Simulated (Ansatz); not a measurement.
A made-up structure of AlGeH4, doublet:

Al1  (0.735, -0.850, 0.425)
Ge2  (-1.429, 0.390, -0.458)
H3  (2.043, 0.067, 0.473)
H4  (1.689, -1.791, 1.142)
H5  (-0.334, -0.799, -1.030)
H6  (-0.833, -0.196, 1.039)
(Å)

It is relaxed with PBE-D4/def2-SVP and then PBE0-D4/def2-TZVP (Ansatz 0.2.0). Atoms count as bonded within 1.22 times the sum of their covalent radii (H–H: 0.88 Å). The end point is not checked to be a true minimum.

(1) Does its bonding change? (Judge from chemistry; the calculation decides.)

## Answers

(1) Computed: No: no bond forms or breaks.

Where it ends: The first stage lowers the energy by 1.03 eV in 8 steps. It ends as AlGeH₄ ([H]1[AlH2]2[H][Ge]12):
| atom | x (Å) | y (Å) | z (Å) |
| --- | --- | --- | --- |
| Al1 | 0.9101 | -0.6893 | 0.4692 |
| Ge2 | -1.5341 | -0.0333 | -0.3663 |
| H3 | 2.0375 | 0.4139 | 0.3530 |
| H4 | 1.1232 | -2.1480 | 1.0420 |
| H5 | -0.0783 | -0.7299 | -0.9884 |
| H6 | -0.5874 | 0.0082 | 1.0807 |

Labels in which every atom is bracketed show which atoms are joined, not bond orders.

For scale, one of the runs: PBE0-D4/def2-TZVP relaxation, 109 basis functions, launched by `ansatz run in.yaml --threads 2 --pin off --events-out ev --progress --plain --max-ram 4352MiB`. Hardware: 2 CPU threads of an Intel Xeon Platinum 8488C, shared host. Wall time about 13 s.
